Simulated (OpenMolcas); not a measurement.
# Levels of Cu I by method

| Property | Result |
| --- | --- |
| Program | OpenMolcas 26.06 |
| Basis | ANO-RCC-VDZ [5s4p2d] |
| Scalar Hamiltonian | DKH2, point nucleus |
| Active space | 11 electrons in 6 orbitals (3d 4s) |
| State averaging | 2S+1 = 2 even, 6 roots |
| Spin-orbit coupling | state interaction with AMFI integrals over the reference wave functions, term energies averaged over their components |

Methods on the same reference wave functions:
A. CASSCF
B. SS-CASPT2, IPEA 0.25 Eh, imaginary shift 0.1 Eh (closed shells correlated: 3s 3p)

Energies in eV above 3d10 4s 2S 1/2, the measured ground level; measured values from NIST Handbook of Basic Atomic Spectroscopic Data.

| Level | A | B | Measured |
| --- | --- | --- | --- |
| 3d9 4s2 2D 5/2 | -2.1765 | 1.954 | 1.3889 |
| 3d9 4s2 2D 3/2 | -1.9252 | 2.205 | 1.6422 |
| 3d10 4s 2S 1/2 | 0.0000 | 0.0000 | 0.0000 |

A puts 3d9 4s2 2D 5/2 lowest.

Deviations, from unrounded energies. A percentage is the sum of absolute deviations over the sum of measured energies, with the sign that they share, or ± where signs differ.

```
           Against measurement  Levels       A      B
mean absolute deviation (cm-1)       2   29000   4500
      other configurations (%)       2  -235.3  +37.2
```

B lies closest to measurement on these levels. The largest miss of B in the table is 3d9 4s2 2D 5/2, by +4600 cm-1. The ranking rests on the paired levels alone, and a cruder setting can come out closer through cancelling errors.

The lowest spin-free term lies below A's lowest term by 0.470 hartree in B.

Over all roots computed the reference weight is 0.86 to 0.92 in B; the roots of lowest weight are the least certain, and an intruder state may touch them. A single d shell beside an s shell can misplace configurations of different d count against each other. Without dynamic correlation excited terms often stand tens of per cent too high (terms of higher spin than the ground term too low), and those without a measured partner can miss by more than the paired ones (holds for A). The lowest computed level is not the ground level that NIST lists (2S1/2) (holds for A). Measured partners are found by configuration, term and J. A level has none where our copy of the source lacks it or the pairing is in doubt (some pairs that miss far off the trend of their configuration count as doubtful), and it then counts in no deviation. Levels of configurations outside the active space are missing.
